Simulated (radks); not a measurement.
Cu III, 27 electrons, occupied as [Ar] 3d8.75 4p0.25 (fractional occupations, a model configuration). Method: Dirac Kohn-Sham, PBEsol, spin-unpolarised, spherical densities, finite nucleus; open shells fill j = l - 1/2 first; Fermi nuclear charge, rms radius 3.8823 fm; computed with a radial shooting solver on a logarithmic mesh with Libxc functionals.

Unscreened Slater integrals over Kohn-Sham orbitals (cm^-1). Large and small components are both included. Empty in this configuration: 4s1/2.

integral          value
F0(4p1/2,4p1/2)   72751
F0(4p1/2,3d5/2)   93542
G3(4p1/2,3d5/2)  7512.1
F0(4p1/2,3d3/2)   93598
G1(4p1/2,3d3/2)  8998.5
F0(4p1/2,3p3/2)   95032
G2(4p1/2,3p3/2)  4701.5
F0(4p1/2,4s1/2)   79062
G1(4p1/2,4s1/2)   52024
F0(3d5/2,3d5/2)  225200
F2(3d5/2,3d5/2)  102830
F4(3d5/2,3d5/2)   63713
F0(3d5/2,3d3/2)  225900
F2(3d5/2,3d3/2)  103160
G2(3d5/2,3d3/2)  103050
G4(3d5/2,3d3/2)   63855
F0(3d5/2,3p3/2)  243070
F2(3d5/2,3p3/2)  113740
G1(3d5/2,3p3/2)  140540
G3(3d5/2,3p3/2)   85010
F0(3d5/2,4s1/2)  110390
G2(3d5/2,4s1/2)   13420
F0(3d3/2,3d3/2)  226610
F2(3d3/2,3d3/2)  103490
F0(3d3/2,3p3/2)  243890
F2(3d3/2,3p3/2)  114140
G1(3d3/2,3p3/2)  140940
G3(3d3/2,3p3/2)   85273
F0(3d3/2,4s1/2)  110470
G2(3d3/2,4s1/2)   13253
F0(3p3/2,3p3/2)  265710
F2(3p3/2,3p3/2)  132440
F0(3p3/2,4s1/2)  112720
G1(3p3/2,4s1/2)  7154.5
F0(4s1/2,4s1/2)   87779
